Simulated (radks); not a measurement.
Results of a calculation; reference values are marked as such.
Problem. Isoelectronic series with 57 electrons, all held in the configuration [Xe] 5d1 6s2, which need not be the ground one along the series. Level of theory: Dirac Kohn-Sham, PBE, spin-unpolarised, spherical densities, finite nucleus; open shells fill j = l - 1/2 first; Fermi nuclear charge, rms radius of each element as measured or else 0.836 A^(1/3) + 0.57 fm (a radial shooting solver on a logarithmic mesh with Libxc functionals). Total energies (hartree) and mean radii <r> (bohr) (* marks an orbital that is empty in some or all of the ions):

ion    E (hartree)  5d5/2*   5d3/2  6s1/2   5p3/2
La      -8497.1360   3.038   2.969  4.430   1.831
Nd3+    -9625.8312   1.935   1.911  2.958   1.524
Eu6+   -10836.6745   1.549   1.531  2.353   1.316
Dy9+   -12131.3207   1.317   1.302  1.988   1.164
Hf15+  -14980.1489   1.034   1.021  1.544  0.9532
Re18+  -16539.1679  0.9377  0.9255  1.394  0.8758
Pt21+  -18191.6248  0.8594  0.8475  1.271  0.8107
Tl24+  -19940.8148  0.7941  0.7825  1.169  0.7549

Estimate the row of Tm12+.

Solution. E (hartree) -13511.7598; 5d5/2* 1.156; 5d3/2 1.142; 6s1/2 1.734; 5p3/2 1.047.
